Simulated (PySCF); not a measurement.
Excitations are Tamm–Dancoff values on a coarser integration grid. The basis has no diffuse functions, so Rydberg states are missing or too high.

Cartesian coordinates (Å):
SMILES: [SiH3]c1cc2cc(Cl)ccc2s1
```xyz
18

Si     3.6685    -0.6233     0.0893
C      1.8135    -0.3911     0.1670
C      1.0457     0.3222    -0.7151
C     -0.3521     0.3197    -0.3935
C     -1.4194     0.9388    -1.0679
C     -2.6999     0.7943    -0.5628
Cl    -4.0314     1.5488    -1.3776
C     -2.9560     0.0473     0.6020
C     -1.9146    -0.5681     1.2769
C     -0.6151    -0.4307     0.7778
S      0.8469    -1.0973     1.4328
H      4.0149    -2.0714    -0.0257
H      4.1589     0.1125    -1.1122
H      4.3204    -0.0805     1.3182
H      1.4599     0.8429    -1.5806
H     -1.2472     1.5233    -1.9730
H     -3.9816    -0.0394     0.9636
H     -2.1116    -1.1480     2.1807
```
Charge 0, spin multiplicity 1.

Problem. What dipole moment, T1 excitation (TDA), S1 excitation (TDA), HOMO–LUMO gap, LUMO, brightest of the four lowest singlets (TDA), total energy and S1 oscillator strength does PBE-D3(BJ)/def2-TZVP // PBE0-D3(BJ)/def2-SVP (PySCF) give?

Solution. 
```json
{
  "dipole_moment": "0.90 D",
  "T1 excitation (TDA)": "3.12 eV",
  "S1 excitation (TDA)": "3.97 eV",
  "HOMO–LUMO gap": "3.44 eV",
  "LUMO": "-2.24 eV",
  "brightest of the four lowest singlets (TDA)": "5.05 eV",
  "total_energy": "-1456.2248 Ha",
  "S1 oscillator strength": "0.029"
}
```
